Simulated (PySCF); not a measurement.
## Ionising SeF

r²SCAN; Se aug-cc-pVDZ-PP with ECP10, F aug-cc-pVDZ; scalar-relativistic core potentials (PySCF 2.14). Neutral (UKS): doublet (π ↑), Re = 1.776 Å, ωe = 678 cm⁻¹, De = 3.44 eV, HOMO -6.04 eV, LUMO -5.33 eV.

SeF⁻ (UKS): singlet (closed shell), Re = 1.880 Å, ωe = 540 cm⁻¹, De = 2.44 eV to Se + F⁻. The energies at the minima are -472.81219 hartree for SeF and -472.89869 for SeF⁻.

(1) Work out the adiabatic electron affinity, without and with harmonic zero-point energies (1 hartree = 27.2114 eV, 1 eV = 8065.5 cm⁻¹), and the change of the bond length.

For an ion De counts to the pair picked by the measured ionisation energies or electron affinities, which need not be the lowest pair at this level. The highest Kohn–Sham level is positive in this anion. Much of that is self-interaction error, but it also means that the finite basis helps to hold the extra electron. States were picked by a PBE0 search and need not be the measured ground states.

## Answers

(1) At r²SCAN: 0.08650 hartree = 2.354 eV between the minima; the zero-point term (678.0 − 540.0)/2 cm⁻¹ = +0.009 eV makes it 2.362 eV. Re changes by +10.4 pm against the neutral. The electron enters a π orbital, and the longer bond of the ion fits an antibonding orbital, or a change in how ionic the bond is.
